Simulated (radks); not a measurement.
The numbers below are computed, except where a source is named.
Question: Isoelectronic series with 14 electrons, each ion in its NIST ground configuration. Level of theory: scalar-relativistic Kohn-Sham, PBE, spin-polarised, spherical densities, finite nucleus; open shells are filled with parallel spins first (spin-orbit coupling, left out, can overturn this in heavy ions); Fermi nuclear charge, rms radius of each element as measured or else 0.836 A^(1/3) + 0.57 fm (a radial shooting solver on a logarithmic mesh with Libxc functionals). Total energies (hartree) and mean radii <r> (bohr) (* marks an orbital that is empty in some or all of the ions):

ion    configuration  E (hartree)  3p down*   3p up  3s down   3s up  2p down
Si      [Ne] 3s2 3p2   -289.86592     2.867   2.746    2.163   2.163   0.5376
Cl3+    [Ne] 3s2 3p2   -458.63625     1.527   1.509    1.398   1.392   0.4055
Ca6+    [Ne] 3s2 3p2   -668.26173     1.088   1.080    1.048   1.043   0.3255
V9+     [Ne] 3s2 3p2   -918.91561    0.8517  0.8476   0.8410  0.8379   0.2717
Fe12+   [Ne] 3s2 3p2  -1210.90066    0.7019  0.6993   0.7035  0.7011   0.2331
Cu15+   [Ne] 3s2 3p2  -1544.59853    0.5975  0.5957   0.6047  0.6030   0.2040
Ge18+   [Ne] 3s2 3p2  -1920.45934    0.5204  0.5190   0.5302  0.5288   0.1813
Br21+   [Ne] 3s2 3p2  -2339.00176    0.4609  0.4598   0.4718  0.4707   0.1630
Sr24+   [Ne] 3s2 3p2  -2800.81282    0.4135  0.4127   0.4247  0.4238   0.1481
Nb27+   [Ne] 3s2 3p2  -3306.55111    0.3749  0.3742   0.3859  0.3852   0.1355
Ru30+   [Ne] 3s2 3p2  -3856.95143    0.3428  0.3422   0.3534  0.3527   0.1249
Ag33+   [Ne] 3s2 3p2  -4452.83666    0.3156  0.3151   0.3256  0.3251   0.1157
Sn36+   [Ne] 3s2 3p2  -5095.10958    0.2923  0.2919   0.3017  0.3012   0.1078
I39+    [Ne] 3s2 3p2  -5784.77526    0.2721  0.2718   0.2808  0.2804   0.1008
Ba42+   [Ne] 3s2 3p2   -6522.9426    0.2544  0.2541   0.2623  0.2620  0.09457
Pr45+   [Ne] 3s2 3p2   -7310.8399    0.2388  0.2385   0.2459  0.2456  0.08904
Sm48+   [Ne] 3s2 3p2   -8149.7835    0.2248  0.2246   0.2313  0.2310  0.08408
Tb51+   [Ne] 3s2 3p2   -9041.3440    0.2123  0.2121   0.2180  0.2178  0.07960
Er54+   [Ne] 3s2 3p2   -9987.0471    0.2011  0.2009   0.2060  0.2058  0.07552
Lu57+   [Ne] 3s2 3p2  -10988.7995    0.1909  0.1907   0.1950  0.1949  0.07181
Ir63+   [Ne] 3s2 3p2  -13168.8847    0.1730  0.1729   0.1757  0.1756  0.06526
Hg66+   [Ne] 3s2 3p2  -14351.8830    0.1652  0.1651   0.1671  0.1670  0.06236

Estimate the row of W60+ ([Ne] 3s2 3p2).

Answer: E (hartree) -12048.6913; 3p down* 0.1815; 3p up 0.1814; 3s down 0.1850; 3s up 0.1848; 2p down 0.06840.
